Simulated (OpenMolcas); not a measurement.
**La: input and output**

Input:

```
&GATEWAY
Coord
1

La 0.0 0.0 0.0
Basis=ANO-R1
Group=XYZ
NoMove
AngMom=0.0 0.0 0.0
AMFI
&SEWARD
&RASSCF
FileOrb=start.orb
Symmetry=1
Spin=4
nActEl=3 0 0
Inactive=15 12
Ras2=6 0
CIRoot=20 20 1
SDav=20
CIMx=300
Iter=120 100
PrWF=0.3
OrbListing=Nothing
MaxOrb=0
Atom
>>> COPY $Project.JobIph JOB001
&RASSCF
FileOrb=start.orb
Symmetry=1
Spin=2
nActEl=3 0 0
Inactive=15 12
Ras2=6 0
CIRoot=65 65 1
SDav=70
CIMx=300
Iter=120 100
PrWF=0.3
OrbListing=Nothing
MaxOrb=0
Atom
>>> COPY $Project.JobIph JOB002
&RASSI
NrOfJobIphs=2 20 65
1 2 3 4 5 6 7 8 9 10 11 12 13 14 15 16 17 18 19 20
1 2 3 4 5 6 7 8 9 10 11 12 13 14 15 16 17 18 19 20 21 22 23 24 25 26 27
28 29 30 31 32 33 34 35 36 37 38 39 40 41 42 43 44 45 46 47 48 49 50 51
52 53 54 55 56 57 58 59 60 61 62 63 64 65
IphNames
JOB001
JOB002
EJob
SpinOrbit
DIPRint=1.0
SOCoupling=1000.0
Subsets=2
MEES
Property=10
'ANGMOM' 1 'ANGMOM' 2 'ANGMOM' 3 'MLTPL  1' 1 'MLTPL  1' 2 'MLTPL  1' 3
'AMFI' 1 'AMFI' 2 'AMFI' 3 'MLTPL  2' 6
SOProperty=3
'ANGMOM' 1 'ANGMOM' 2 'ANGMOM' 3
```

Launched by
```bash
OMP_NUM_THREADS=1 MOLCAS_MEM=2252 MOLCAS_PROJECT=a pymolcas a.inp > a.log  # once for each step of the input, in one work folder
```

A driver script runs the steps one by one and writes start.orb anew before each from the orbitals found so far.

Output, cut to the results:

```
--- SEWARD ---
Basis set label: LA.ANO-R...7S5P4D1F.

      Electronic valence basis set:
      ------------------
      Associated Effective Charge  57.000000 au
      Associated Actual Charge     57.000000 au
      Nuclear Model: Finite nucleus - Gaussian distribution
        Gaussian exponent, Xi/bohr**(-2):  1.74905E+08

      Shell  nPrim  nBasis  Cartesian Spherical Contaminant
         s      25       7        X
         p      18       5        X
         d      14       4                 X
         f       6       1                 X
                  Relativistic X2C integrals
                  Atomic mean-field integrals
--- RASSCF ---
Wave function specifications:
      -----------------------------

      Number of closed shell electrons          54
      Number of electrons in active shells       3
      Max number of holes in RAS1 space          0
      Max nr of electrons in RAS3 space          0
      Number of inactive orbitals               27
      Number of active orbitals                  6
      Number of secondary orbitals              16
      Spin quantum number                      1.5
      State symmetry                             1
Orbital specifications:
      -----------------------

      Symmetry species                           1   2
                                                ag  au
      Frozen orbitals                            0   0
      Inactive orbitals                         15  12
      Active orbitals                            6   0
      RAS1 orbitals                              0   0
      RAS2 orbitals                              6   0
      RAS3 orbitals                              0   0
      Secondary orbitals                         6  10
      Deleted orbitals                           0   0
      Number of basis functions                 27  22
      Number of CSFs                            20
      Number of root(s) required                20
      Iter CI   SX   CI       RASSCF       Energy    max ROT     max BLB   max BLB  Level Ln srch  Step   QN
          iter iter root      energy       change     param      element    value   shift minimum  type update
 Nr of preliminary CI iterations:   1
      Total energies have been shifted. Add                -8000.00 au
        1   1    2    0  -489.27136000    0.00E+00   3.64E-08    1  22 1 -3.37E-07   0.00   0.00    SX    NO
        2   1    1    0  -489.27136000   -1.27E-11   0.00E+00   12  13 2 -1.46E-08   0.00   0.00    SX    NO
        3   1    1    0  -489.27136000   -9.09E-12   0.00E+00   12  13 2 -1.46E-08   0.00   0.00    SX    NO
        4   1    1    0  -489.27136000    1.27E-11   0.00E+00   12  13 2 -1.46E-08   0.00   0.00    SX    NO
      Convergence after  4 iterations
        5   1    1    0  -489.27136000   -7.28E-12   0.00E+00   12  13 2 -1.46E-08   0.00   0.00    SX    NO
      Natural orbitals and occupation numbers for root  1
      sym 1:   0.021837  -0.000000   0.978163   0.978163   0.021837   1.000000
      Natural orbitals and occupation numbers for root  2
      sym 1:   0.216291   0.216291  -0.000000   0.783709   0.783709   1.000000
      Natural orbitals and occupation numbers for root  3
      sym 1:   0.979148   0.979148   0.000000   0.020852   0.020852   1.000000
::    RASSCF root number  1 Total energy:  -8489.30810752
::    RASSCF root number  2 Total energy:  -8489.30810752
::    RASSCF root number  3 Total energy:  -8489.30810752
::    RASSCF root number  4 Total energy:  -8489.30810752
::    RASSCF root number  5 Total energy:  -8489.30810752
::    RASSCF root number  6 Total energy:  -8489.30810752
::    RASSCF root number  7 Total energy:  -8489.30810752
::    RASSCF root number  8 Total energy:  -8489.27921908
::    RASSCF root number  9 Total energy:  -8489.27921908
::    RASSCF root number 10 Total energy:  -8489.27921908
::    RASSCF root number 11 Total energy:  -8489.25194554
::    RASSCF root number 12 Total energy:  -8489.25194554
::    RASSCF root number 13 Total energy:  -8489.25194554
::    RASSCF root number 14 Total energy:  -8489.25194554
::    RASSCF root number 15 Total energy:  -8489.25194554
::    RASSCF root number 16 Total energy:  -8489.25194554
::    RASSCF root number 17 Total energy:  -8489.25194554
::    RASSCF root number 18 Total energy:  -8489.22305709
::    RASSCF root number 19 Total energy:  -8489.22305709
::    RASSCF root number 20 Total energy:  -8489.22305709
--- RASSCF ---
Wave function specifications:
...
--- RASSI ---
SPIN-FREE ENERGIES:
  (Shifted by EMIN (a.u.) =      -8489.3103540907)

 SF State       Relative EMIN(au)   Rel lowest level(eV)    D:o, cm**(-1)      L_eff

    21             0.0000000000        0.0000000000              0.0000         2.0
    22             0.0000000000        0.0000000000              0.0000         2.0
    23             0.0000000000        0.0000000000              0.0000         2.0
    24             0.0000000000        0.0000000000              0.0000         2.0
    25             0.0000000000        0.0000000000              0.0000         2.0
     6             0.0022465658        0.0611321700            493.0642         3.0
     7             0.0022465658        0.0611321700            493.0642         3.0
     1             0.0022465658        0.0611321700            493.0642         3.0
     2             0.0022465658        0.0611321700            493.0642         3.0
     3             0.0022465658        0.0611321700            493.0642         3.0
     4             0.0022465658        0.0611321700            493.0642         3.0
     5             0.0022465658        0.0611321700            493.0642         3.0
     8             0.0311350099        0.8472267790           6833.3448         1.0
     9             0.0311350099        0.8472267790           6833.3448         1.0
    10             0.0311350099        0.8472267790           6833.3448         1.0
    26             0.0392325992        1.0675734095           8610.5602         3.0
    27             0.0392325992        1.0675734095           8610.5602         3.0
    28             0.0392325992        1.0675734095           8610.5602         3.0
    29             0.0392325992        1.0675734095           8610.5602         3.0
    30             0.0392325992        1.0675734095           8610.5602         3.0
    31             0.0392325992        1.0675734095           8610.5602         3.0
...
```

Levels above the lowest, from the spin-orbit matrix, grouped by J:

```tsv
Configuration	Term	J	E (cm⁻¹)	Measured (cm⁻¹)	g	Term weight %	Second
5d 6s²	²D	3/2	0.0	0.0	0.635	59	41 5d² 6s ⁴F
5d² 6s	⁴F	5/2	599	3010	1.069	76	24 5d 6s² ²D
5d² 6s	⁴F	3/2	648	2668	0.565	59	41 5d 6s² ²D
5d 6s²	²D	5/2	1157	1053	1.160	76	24 5d² 6s ⁴F
5d² 6s	⁴F	7/2	1224	3495	1.238	100	
5d² 6s	⁴F	9/2	1851	4122	1.334	100	
5d² 6s	⁴P	1/2	7192	7231	2.666	100	
5d² 6s	⁴P	3/2	7430	7491	1.732	100	
5d² 6s	⁴P	5/2	7745	7680	1.594	98	
5d² 6s	²F	5/2	8827	7012	0.863	98	
5d² 6s	²P	1/2	9624	9044	0.672	100	
5d² 6s	²F	7/2	9696	8052	1.134	96	3 ²G
5d² 6s	²P	3/2	9894		1.287	91	9 ²D
5d² 6s	²G	7/2	11251	9961	0.899	96	3 ²F
5d² 6s	²G	9/2	11277	9920	1.113	99	
5d² 6s	²D	3/2	11571		0.841	89	9 ²P
5d² 6s	²D	5/2	11801	9184	1.200	96	
5d³	⁴F	3/2	12701	12431	0.408	98	
5d³	⁴F	5/2	13065	12787	1.030	99	
5d³	⁴F	7/2	13562	13238	1.237	99	
5d³	⁴F	9/2	14168	13747	1.331	99	
5d³	⁴P	1/2	19553	16617	2.665	100	
5d³	⁴P	3/2	19747	16735	1.731	99	
5d³	⁴P	5/2	20104	17099	1.600	100
```

Against the 21 measured excited levels shown (NIST Handbook of Basic Atomic Spectroscopic Data) the mean absolute deviation is 1400 cm-1; the largest miss in energy is 5d³ ⁴P_3/2: computed 19747, measured 16735 cm⁻¹ (+18.0 %), and the largest in proportion 5d² 6s ⁴F_5/2 (-80.1 %). Levels of one J stand in another order than measured, so their pairing by name is doubtful.

Without dynamic correlation excited terms often stand tens of per cent too high (terms of higher spin than the ground term too low), and those without a measured partner can miss by more than the paired ones. Some levels mix across a computed gap that differs much from the measured one, so their mixing is not that of the real levels. Configurations are named by rounded mean occupations; where the s occupation lies near a half they are strongly mixed, a name can repeat and a true partner stay unpaired. A single d shell beside an s shell can misplace configurations of different d count against each other. Computed and measured levels are paired by configuration, term and J; levels that our copy of the source lacks, or whose pairing is in doubt (as where it misses far off the trend of its configuration), stay unpaired and out of the deviations. Only configurations of the active space appear. The first state left out of the spin-orbit step lies near 38000 cm-1 above the lowest spin-free state of the reference (among the parities and spins computed), and the list stops at four fifths of that energy or lower. The table shows the lowest 24 of 35 levels.

The RASSCF and RASSI steps took 26 s on 1 thread of Arm Neoverse V2, with other jobs on the host; the integral step is not counted.

The term weight is that of the spin-free term in the level, not the purity of its configuration.
